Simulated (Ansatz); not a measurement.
# Strength of the Ga–Se bond: GaH(CH3)2(SeH2) → GaH(CH3)2 + H2Se

Species: GaH(CH3)2(SeH2), singlet; GaH(CH3)2, singlet; H2Se (hydrogen selenide) `[SeH2]`, singlet. 

Shapes, held fixed at every level: PBE0-D4/def2-TZVP. Flexible molecules stand in one conformer, not always the lowest. Programs: Ansatz 0.2.0. Electronic energies: no zero-point or thermal term.

Task: Estimate ΔE of this reaction.

Result: The highest level, CCSD(T)/def2-TZVPP, gives ΔE = +40.8 kJ/mol; the levels span +11.1 to +57.3. Both fragments are taken as closed shells, so no electrons are unpaired. The column of differences is taken from that level and isn't an error. No measured value is set beside it here. Relativity is left out for Ga, Se. Outer-core shells of Ga, Se are correlated, in sets that cover them unevenly.

```
               level                   kind  ΔE (kJ/mol)  less CCSD(T)/def2-TZVPP
         HF/def2-SVP           Hartree–Fock        +11.1                    -29.7
    SPW92/def2-TZVPP                    LDA        +57.3                    +16.5
r2SCAN-D4/def2-TZVPP               meta-GGA        +41.9                     +1.1
 B3LYP-D4/def2-TZVPP          global hybrid        +37.0                     -3.8
  PBE0-D4/def2-TZVPP          global hybrid        +42.0                     +1.2
   B2PLYP/def2-TZVPP          double hybrid        +28.5                    -12.3
       CCSD/def2-SVP  coupled cluster or CI        +34.0                     -6.8
  CCSD(T)/def2-TZVPP  coupled cluster or CI        +40.8                      0.0
```
